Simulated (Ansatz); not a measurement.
One change: `C[Si](C)(S)Cl` becomes `C[Si](O)(S)Cl`.

Ansatz, PBE0-D4/def2-TZVP geometries, multiplicity 1. Each molecule was computed in one conformer, which needn't be the lowest.

```json
{"property": "size of the dipole moment (PBE/def2-TZVPP) / D", "`C[Si](C)(S)Cl`": "1.86"}
{"property": "HOMO–LUMO gap (B3LYP/def2-TZVPP) / eV", "`C[Si](C)(S)Cl`": "7.27"}
{"property": "HOMO energy (PBE/def2-TZVPP) / eV", "`C[Si](C)(S)Cl`": "-6.27"}
{"property": "LUMO energy (ωB97M-V/def2-TZVPP) / eV", "`C[Si](C)(S)Cl`": "1.99"}
{"property": "size of the dipole moment (B3LYP/def2-TZVPP) / D", "`C[Si](C)(S)Cl`": "1.89"}
{"property": "LUMO energy (PBE0/def2-TZVPP) / eV", "`C[Si](C)(S)Cl`": "0.30"}
```

(1) Give the same properties after the change, and the shifts. (An estimate is asked.)

Answers

(1) The calculation gave: 
| property | `C[Si](O)(S)Cl` | shift |
| --- | --- | --- |
| size of the dipole moment (PBE/def2-TZVPP) / D | 1.67 | -0.19 |
| HOMO–LUMO gap (B3LYP/def2-TZVPP) / eV | 7.52 | 0.25 |
| HOMO energy (PBE/def2-TZVPP) / eV | -6.43 | -0.16 |
| LUMO energy (ωB97M-V/def2-TZVPP) / eV | 1.99 | 0.00 |
| size of the dipole moment (B3LYP/def2-TZVPP) / D | 1.66 | -0.23 |
| LUMO energy (PBE0/def2-TZVPP) / eV | 0.38 | 0.08 |

With PBE0 the HOMO falls by 0.20 eV and the LUMO rises by 0.08 eV, so the gap widens by about 0.28 eV. PBE moves the HOMO by -0.16 eV and ωB97M-V by -0.20 eV. Dipoles are sizes alone; their direction can turn.

B3LYP here is the variant with VWN-RPA as its local correlation; programs differ in this.
